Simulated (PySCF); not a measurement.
**Polarisability and C₆ of N⁺ (nitrogen, charge +1)**

[He] 2s1 2p3, high-spin 5S determinant (an excited configuration). Computed with PySCF 2.14 in ANO-RCC-VTZP (4s3p2d1f, 30 functions), with the spin-free X2C one-electron Hamiltonian (Gaussian nucleus). Coupled (time-dependent) response in atomic units; α is the mean over directions. The basis has no added diffuse functions, which lowers α and C₆.

```csv
method,mean α (bohr³),C₆ (like pair),S(−4)
UHF,2.237,4.521,1.732
PBE,2.467,5.184,2.211
PBE0,2.396,4.974,2.055
TPSSh,2.417,5.058,2.094
PW91,2.458,5.156,2.195
```

S(−4) is the Cauchy moment in α(ω) = α(0) + S(−4) ω² + …

α(iu) at PBE0:

```
u (hartree)  α(iu) (bohr³)
          0          2.396
     0.0500          2.390
      0.100          2.375
      0.200          2.317
      0.300          2.227
      0.500          1.988
      0.750          1.657
       1.00          1.354
       1.50         0.9032
       2.00         0.6252
       3.00         0.3412
       5.00         0.1446
```

A single London oscillator, α(iu) = α/(1 + u²/ω²), gives C₆ = (3/4) ω α². Matching the computed C₆ needs ω = 4 × 4.974 / (3 × 2.396²) = 1.16 hartree.

For an ion, C₆ is the dispersion term alone; charge-induced terms of lower order in 1/R come first.
